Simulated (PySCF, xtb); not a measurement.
C2H5S, SMILES [CH2]SC, multiplicity 2.

Harmonic wavenumbers (cm⁻¹) from GFN2-xTB (xtb) at its own minimum, in rising order: 121, 257, 285, 492, 716, 876, 888, 930, 991, 1311, 1338, 1444, 1446, 3031, 3037, 3065, 3116, 3183.

**Question.** What does PBE-D3(BJ)/def2-TZVP (PySCF 2.14.0) give at its own minimum? (An estimate is asked for; the answer gives what the named calculation found.)

**Answer.** 135, 182, 289, 348, 697, 845, 864, 925, 993, 1292, 1352, 1410, 1427, 2975, 3056, 3080, 3097, 3219. Paired by order, the mean absolute difference is 31 cm⁻¹ and the zero-point energies are 37.9 and 37.4 kcal/mol.
